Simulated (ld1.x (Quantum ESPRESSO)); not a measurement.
## What one change does to a pseudopotential (zirconium, TM)

ld1.x (Quantum ESPRESSO) 7.5 input, shortened:

```
&input
   title='Zr', zed=40., rel=1, dft='PBE', iswitch=3,
   config='[Kr] 4d2 5s0 5p0'
 /
 &inputp
   pseudotype=2, tm=.true., lloc=0,
   nlcc=.false.
 /
3
4P  2  1   6.00   0.00  1.95  1.95  0.0
4D  3  2   2.00   0.00  2.60  2.60  0.0
5S  1  0   0.00   0.00  2.80  2.80  0.0
 &test
   configts(1)='4p6 4d2 5s0 5p0'
 /
```

Change: all radii scaled by about 1.26 (s 3.54, p 2.46, d 3.28 bohr).

Cutoffs: the cutoffs (Ry, on a coarse ladder) from which the occupation-weighted sum of valence levels, in a spherical-Bessel basis at the reference potential, stays within 10 and 1 mRy of its value at 400 Ry; they do not see the model core or the augmentation charge, which bear on the density cutoff. Errors are all-electron minus pseudo energies relative to the spin-unpolarised reference configuration.

What does the change do?

The potential gets softer (30 Ry and 40 Ry → 21 Ry and 35 Ry); of the 7 tests that both files solve, the error grows in 0 and shrinks in 4 by more than 15 % and 0.3 meV (median size 26.6 → 18.2 meV); neither file shows a bound ghost. A larger radius leaves more room for a smooth pseudo-wave, so fewer plane waves are needed. That the errors move this way runs against the usual rule that smaller radii transfer better.

```tsv
quantity	base	changed
cutoff, loose	30 Ry	21 Ry
cutoff, tight	40 Ry	35 Ry
loose cutoff by channel (10 mRy a level)	p 18 Ry, d 21 Ry	p 18 Ry, d 18 Ry
bound ghosts	none	none
error for 4p6 4d2 5s2 5p0, meV [ΔE -20.08 eV]	+26	+18
error for 4p6 4d2 5s1 5p0, meV [ΔE -12.94 eV]	+11	+3.9
error for 4p6 4d1 5s0 5p0, meV [ΔE 22.63 eV]	-39	+34
error for 4p6 4d2 5s1.5 5p0, meV [ΔE -17.20 eV]	+19	+10
error for 4p6 4d2.5 5s1.5 5p0, meV [ΔE -19.56 eV]	+27	+15
error for 4p6 4d2 5s1 5p1, meV [ΔE -17.04 eV]	-447	-440
error for 4p5 4d2 5s2 5p0, meV [ΔE 17.92 eV]	-422	-419
```
